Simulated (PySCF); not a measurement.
Ti(Cl)3(SH) (Cl3HSTi), SMILES [SH][Ti]([Cl])([Cl])[Cl], multiplicity 1.

Geometry: B3LYP-D3(BJ)/def2-SVP. The spin state was assumed, not searched. The structure was generated by enumeration; whether it is a known compound was not checked. Other conformers were not sampled.

Computed with B3LYP-D3(BJ)/def2-SVP (PySCF).

Frequencies are harmonic and unscaled.

Computed harmonic wavenumbers and intensities:
| mode | ν (cm⁻¹) | IR (km/mol) | Raman (Å⁴/amu) | depolarisation | moving atoms (share of kinetic energy) |
|---|---|---|---|---|---|
| 1 | 92 | 7.3 | 13.5 | 0.75 | Cl 62 %, H 27 %, S 11 % |
| 2 | 108 | 0.0 | 5.7 | 0.75 | Cl 61 %, S 34 % |
| 3 | 128 | 0.4 | 3.3 | 0.75 | Cl 76 %, Ti 17 % |
| 4 | 133 | 0.0 | 3.7 | 0.75 | Cl 59 %, S 20 %, Ti 20 % |
| 5 | 133 | 1.3 | 3.9 | 0.72 | Cl 53 %, S 25 %, Ti 20 % |
| 6 | 165 | 20.9 | 1.8 | 0.75 | H 69 %, Cl 16 %, S 16 % |
| 7 | 371 | 0.2 | 28.4 | 0.01 | Cl 67 %, S 28 % |
| 8 | 446 | 64.6 | 7.1 | 0.72 | Ti 37 %, H 31 %, Cl 21 %, S 10 % |
| 9 | 491 | 116.9 | 4.4 | 0.71 | Ti 42 %, Cl 31 %, S 14 %, H 13 % |
| 10 | 493 | 115.6 | 1.5 | 0.75 | Ti 54 %, Cl 45 % |
| 11 | 547 | 47.0 | 4.4 | 0.70 | H 48 %, Ti 28 %, Cl 14 %, S 10 % |
| 12 | 2634 | 4.4 | 115.2 | 0.31 | H 97 % |
